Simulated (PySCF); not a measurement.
Compound: SiEt3(NCO), C7H15NOSi.
Structure used (PBE0-D3(BJ)/def2-SVP), in Å, numbered top down from 1:
```
atom  x, y, z in Å
Si1    0.0344    0.0687    0.0384
C2    -0.2144   -0.0170    1.8994
C3     0.2562   -1.3118    2.5557
H4    -1.2900    0.1393    2.0933
H5     0.2967    0.8560    2.3442
H6     0.0489   -1.3217    3.6372
H7    -0.2459   -2.1876    2.1158
H8     1.3403   -1.4622    2.4318
C9     1.8419   -0.1330   -0.4372
C10    2.1028   -0.2233   -1.9384
H11    2.2201   -1.0375    0.0704
H12    2.3997    0.7115    0.0063
H13    3.1710   -0.3712   -2.1605
H14    1.5531   -1.0644   -2.3890
H15    1.7846    0.6908   -2.4642
C16   -0.6969    1.6438   -0.6807
C17   -2.1947    1.8235   -0.4521
H18   -0.4714    1.6512   -1.7614
H19   -0.1318    2.4928   -0.2546
H20   -2.5744    2.7426   -0.9249
H21   -2.7662    0.9790   -0.8680
H22   -2.4398    1.8841    0.6201
N23   -0.8333   -1.2731   -0.6612
C24   -1.3806   -2.2031   -1.1745
O25   -1.9202   -3.1137   -1.6752
```

Level of theory: TDDFT CAM-B3LYP/def2-SVPD, vertical, gas phase, core orbitals frozen in the response (PySCF 2.14.0, density-fitted response routines).

Transition dipole moments from the ground state, in atomic units and in the frame of the coordinates above (overall signs are arbitrary), for the states with f of 0.002 or more among the lowest 9:

```json
{"state": "S2", "E (hartree)": "0.2712", "μx": "0.117", "μy": "-0.011", "μz": "-0.126"}
{"state": "S3", "E (hartree)": "0.2713", "μx": "0.085", "μy": "-0.092", "μz": "0.085"}
{"state": "S4", "E (hartree)": "0.2775", "μx": "0.152", "μy": "-0.106", "μz": "0.013"}
{"state": "S5", "E (hartree)": "0.2778", "μx": "0.051", "μy": "0.055", "μz": "-0.155"}
{"state": "S6", "E (hartree)": "0.2880", "μx": "0.129", "μy": "-0.022", "μz": "-0.122"}
{"state": "S7", "E (hartree)": "0.2883", "μx": "0.083", "μy": "-0.113", "μz": "0.096"}
{"state": "S8", "E (hartree)": "0.2960", "μx": "-0.223", "μy": "-0.343", "μz": "-0.190"}
{"state": "S9", "E (hartree)": "0.3040", "μx": "-0.223", "μy": "-0.324", "μz": "-0.127"}
```

(1) What oscillator strength does each state have?

(2) What angle do the transition dipoles of S8 and S9 make?

(3) How is the summed strength of these states shared among x, y and z?

## Answers

(1) f = (2/3) ΔE |μ|² with ΔE in hartree (27.2114 eV).

```csv
state,|μ|² (au),|μ| (D),f
S2,0.030,0.44,0.005
S3,0.023,0.39,0.004
S4,0.035,0.47,0.006
S5,0.030,0.44,0.006
S6,0.032,0.46,0.006
S7,0.029,0.43,0.006
S8,0.203,1.15,0.040
S9,0.171,1.05,0.035
```

(2) |cos θ| = |μa·μb| / (|μa| |μb|) = 0.99, so θ ≈ 7° (taken between 0 and 90°, since the signs are arbitrary).

(3) (2/3) Σ ΔE μα² gives 0.033 for x, 0.051 for y and 0.024 for z, 0.108 in all.

S2/S3, S4/S5 and S6/S7 coincide within about 0.01 eV; within a degenerate level the directions of the single components are arbitrary.

One conformer stands for the species.
